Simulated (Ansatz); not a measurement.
```yaml
crystal:
  periodic: [false, false, false]
  atoms:
    - {symbol: C, position_ang: [-1.804553, -0.757691, 0.022255]}
    - {symbol: Zr, position_ang: [0.083115, 0.359475, -0.381444]}
    - {symbol: C, position_ang: [1.550413, -0.341673, 1.144910]}
    - {symbol: O, position_ang: [0.727280, -0.164288, -2.112832]}
    - {symbol: O, position_ang: [-0.250824, 2.225374, -0.074860]}
    - {symbol: H, position_ang: [-2.161331, -0.554817, 1.039609]}
    - {symbol: Xx, position_ang: [-1.637470, -1.838577, -0.062428]}
    - {symbol: H, position_ang: [-2.614793, -0.496161, -0.667479]}
    - {symbol: H, position_ang: [1.180670, -0.135997, 2.157037]}
    - {symbol: H, position_ang: [2.531154, 0.137753, 1.050430]}
    - {symbol: H, position_ang: [1.704972, -1.424480, 1.060734]}
    - {symbol: H, position_ang: [1.030841, -0.178656, -3.015398]}
    - {symbol: H, position_ang: [-0.339476, 3.169719, -0.160534]}
basis:
  gaussian: {orbitals: def2-mTZVPP}
hamiltonian: {xc: {name: LC-wPBE}, pseudopotentials: {relativity: none}}
```

```sh
$ ansatz run in.yaml --threads 4 --pin off --events-out ev --progress --plain --max-ram 11315MiB
```

Output, abridged:

```
Error: YAML parse error: error: line 10 column 16: `Xx` is not an element symbol (H … Og, case-exact)
 8 |     - {symbol: O, position_ang: [-0.250824, 2.225374, -0.074860]}
 9 |     - {symbol: H, position_ang: [-2.161331, -0.554817, 1.039609]}
10 |     - {symbol: Xx, position_ang: [-1.637470, -1.838577, -0.062428]}
11 |     - {symbol: H, position_ang: [-2.614793, -0.496161, -0.667479]}
12 |     - {symbol: H, position_ang: [1.180670, -0.135997, 2.157037]}
```

(1) Something in this input is off. What?

## Answers

(1) An element symbol is wrong. The program refused the input.
